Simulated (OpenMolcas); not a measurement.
## Potential curves of PSe: spin-free states

Calculated with OpenMolcas 26.06: state-averaged CASSCF(9,7) over Se 4p, P 3s 3p, XMS-CASPT2 (IPEA 0.25, imaginary shift 0.2 hartree), scalar X2C, ANO-RCC-VTZP, then RASSI spin–orbit state interaction with atomic mean-field integrals. C2 symmetry about the axis (a holds Σ, Δ, Γ; b holds Π, Φ, H; Σ⁺ and Σ⁻ are not told apart); roots by multiplicity and irrep: 2b 8, 4b 2, 4a 2, 2a 5.

XMS-CASPT2 energies in eV from the lowest point. Curves are followed by energy order within each symmetry, so they are adiabatic and may change character at avoided crossings; Σ⁺ and Σ⁻ are counted together.

| R (Å) | (1)2Π | (1)4Π | (1)4Σ | (1)2Φ | (1)2Σ |
| --- | --- | --- | --- | --- | --- |
| 1.866 | 0.601 | 4.136 | 3.969 | 5.372 | 4.977 |
| 1.959 | 0.133 | 3.115 | 3.333 | 4.356 | 4.349 |
| 2.051 | 0.000 | 2.487 | 3.021 | 3.735 | 3.954 |
| 2.154 | 0.102 | 2.120 | 2.921 | 3.361 | 3.689 |
| 2.256 | 0.376 | 1.989 | 2.983 | 3.220 | 3.565 |
| 2.400 | 0.892 | 2.031 | 3.211 | 3.261 | 3.553 |
| 2.584 | 1.615 | 2.293 | 3.590 | 3.533 | 3.686 |
| 2.871 | 2.573 | 2.837 | 3.991 | 4.111 | 3.846 |
| 3.282 | 3.318 | 3.406 | 3.813 | 4.804 | 3.826 |

The 5 lowest clean curves are shown; the next is (3)2Π, from 3.88 eV. Left out for impure symmetry, kinks or missing points, though low: (2)2Π. Only roots inside an energy window near the equilibrium distance were included, so the list of states is not complete; labels number the states computed. Each spin and symmetry block has orbitals of its own, averaged over its own roots, so gaps between blocks are less sure than gaps within one and near the minimum can be off by tenths of an eV, in bad cases by more. No Rydberg orbitals are active, so Rydberg states, and σ→σ* states whose orbital the CASSCF left unused, can be missing between those listed. CASPT2 splits the two components of degenerate states numerically, here by up to 93 cm⁻¹. Points that failed a check (symmetry, reference weights, a jump) are left out.
